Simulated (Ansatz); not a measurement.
Program: Ansatz 0.2.0.

Basis-set series for `[NH2][Ge]([NH2])([Cl])[Cl]`. Charge 0, multiplicity 1. All single points use the PBE0-D4/def2-TZVP geometry. It is one conformer, not always the lowest.

| functional | basis | functions | energy (Eh) | HOMO (eV) | LUMO (eV) |
| --- | --- | --- | --- | --- | --- |
| PBE0-D4 | def2-SVP | 116 | -3108.12866 | -7.93 | 0.00 |
| PBE0-D4 | def2-QZVPP | 463 | -3108.92739 | -8.23 | -0.60 |
| ωB97M-V | def2-SVP | 116 | -3108.61096 | -10.26 | 2.08 |
| ωB97M-V | def2-QZVPP | 463 | -3109.40663 | -10.59 | 1.07 |

Problem. Give the rows for def2-TZVPP. (An estimate is asked.)

Solution. The calculation gave: 
```json
{"functional": "PBE0-D4", "basis": "def2-TZVPP", "functions": "250", "energy (Eh)": "-3108.84852", "HOMO (eV)": "-8.18", "LUMO (eV)": "-0.42"}
{"functional": "ωB97M-V", "basis": "def2-TZVPP", "functions": "250", "energy (Eh)": "-3109.33069", "HOMO (eV)": "-10.53", "LUMO (eV)": "1.46"}
```

Positive LUMOs are unbound and depend on the basis. Scalar relativity is left out up to krypton.
